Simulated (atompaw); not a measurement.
# Scattering properties, PAW (atompaw) potential for holmium

holmium (Ho), PAW, made with atompaw 4.2.0.5 (PBEsol, scalar-relativistic). Core [Kr] 4d10, reference 4f11 5s2 5p6 5d0 6s1.5 6p0 (charge +0.5). Waves: 5s (bound): rc 1.95 bohr; 6s (bound): rc 1.90 bohr; 5p (bound): rc 1.60 bohr; 6p (bound, empty): rc 3.00 bohr; 5d (bound, empty): rc 3.00 bohr; 5d channel at 0.8 Ry: rc 3.00 bohr; 4f (bound): rc 1.00 bohr; 4f channel at 1.05 Ry: rc 1.00 bohr. Local part: troulliermartins scheme with l = 4 at 0 Ry, radius 2.40 bohr. Core correction: smooth core density matched at 1.95 bohr. Augmentation charge: sinc compensation charge, radius 2.95 bohr; PAW radius 3.00 bohr; waves and projectors: custom polynom vanderbiltortho.

The phase is arctan(r·u′/u) with u = r·R(r), unwrapped; energies in Ry, scanned from -6 to 5 Ry. A pole is an energy at which the radial function vanishes at the test radius. The pseudo phase is shifted by a multiple of π to meet the all-electron one at the reference energy, and phase errors are pseudo minus all-electron; the curves can meet again beyond the range given. Levels narrower than the energy grid can be missing from the lists of poles.

```
channel  radius (bohr)  reference energy (Ry)  poles, all-electron  poles, pseudo  unbroken range about the reference energy with phases within 0.05 rad  phase error 1 Ry above the reference energy (rad)
      s           3.01                  -0.46          -3.91, 1.78    -3.91, 1.77                                                              below 4.3                                             -0.000
      p           3.01                  -0.23          -2.03, 3.06    -2.03, 2.45                                                              below 0.7                                             -0.053
      d           3.01                  -0.28                 0.41           0.41                                                        the whole range                                             +0.000
      f           3.01                  -0.46          -0.46, 3.11    -0.46, 3.12                                                        the whole range                                             +0.000
```

Phases in the s channel:

```tsv
E (Ry)	all-electron	pseudo
-6.00	1.420	1.420
-5.76	1.416	1.416
-5.52	1.411	1.411
-5.28	1.406	1.406
-5.04	1.400	1.400
-4.80	1.393	1.393
-4.56	1.383	1.383
-4.32	1.367	1.367
-4.08	1.311	1.311
-3.84	-1.687	-1.687
-3.60	-1.746	-1.746
-3.36	-1.766	-1.766
-3.12	-1.781	-1.781
-2.88	-1.796	-1.796
-2.64	-1.812	-1.812
-2.40	-1.831	-1.831
-2.16	-1.853	-1.853
-1.92	-1.882	-1.882
-1.68	-1.918	-1.918
-1.44	-1.968	-1.968
-1.20	-2.039	-2.039
-0.96	-2.151	-2.151
-0.72	-2.347	-2.347
-0.48	-2.724	-2.724
-0.24	-3.366	-3.366
0.00	-3.942	-3.943
0.24	-4.254	-4.254
0.48	-4.420	-4.420
0.72	-4.519	-4.519
0.96	-4.585	-4.585
1.20	-4.633	-4.633
1.44	-4.670	-4.671
1.68	-4.701	-4.702
1.92	-4.728	-4.728
2.16	-4.752	-4.753
2.40	-4.774	-4.776
2.64	-4.797	-4.799
2.88	-4.821	-4.823
3.12	-4.846	-4.850
3.36	-4.875	-4.881
3.60	-4.910	-4.919
3.84	-4.955	-4.970
4.08	-5.016	-5.042
4.32	-5.108	-5.158
4.56	-5.260	-5.372
4.80	-5.553	-5.837
```
